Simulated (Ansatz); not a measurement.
Ideal-gas functions of F$_{2}$IIn (`[F][In]([F])[I]`) at 400 K and 1 bar, from an Ansatz frequency run at PBE0-D4/def2-TZVP.

Molar mass 279.72 g/mol, point group C2v (symmetry number 2), electronic degeneracy 1, moments of inertia 97.025, 602.775, 699.8 u Å². Harmonic wavenumbers (cm⁻¹, unscaled): 79, 119, 136, 218, 608, 616.

Use S(trans) = R[1.5 ln M + 2.5 ln T − 1.1517]; rotational temperatures θ = 24.2544 K / I; S(rot) = R[ln(√π/σ · √(T³/θAθBθC)) + 1.5]; for each mode x = 1.438777 ν̃/T, S = R[x/(eˣ − 1) − ln(1 − e⁻ˣ)] and H = RT x/(eˣ − 1); 1 cm⁻¹ = 0.0119627 kJ/mol; R = 8.31446 J/(mol·K).

By hand: the entropy, in J/(mol·K).

Translation 185.2. Rotation: θ = 0.25, 0.0402, 0.0347 K, giving 119.3. Vibration, mode by mode: 18.80, 15.43, 14.34, 10.55, 3.29, 3.22, in all 65.6. Electronic 0.0. Sum 370.1 J/(mol·K).

By hand: H − E and G − E in kJ/mol, counted from the electronic energy.

Zero-point energy ½ × 1776 × 0.0119627 = 10.6; thermal vibration 12.1; translation, rotation and pV give 4 RT = 13.3. H − E = 36.0 kJ/mol, and G − E = 36.0 − 400 × 370.1/1000 = -112.0 kJ/mol.

Vibration gives 18 % of the entropy, 48.6 J/(mol·K) of it from the modes under 150 cm⁻¹: soft modes count most, and the harmonic formula is weakest for them.
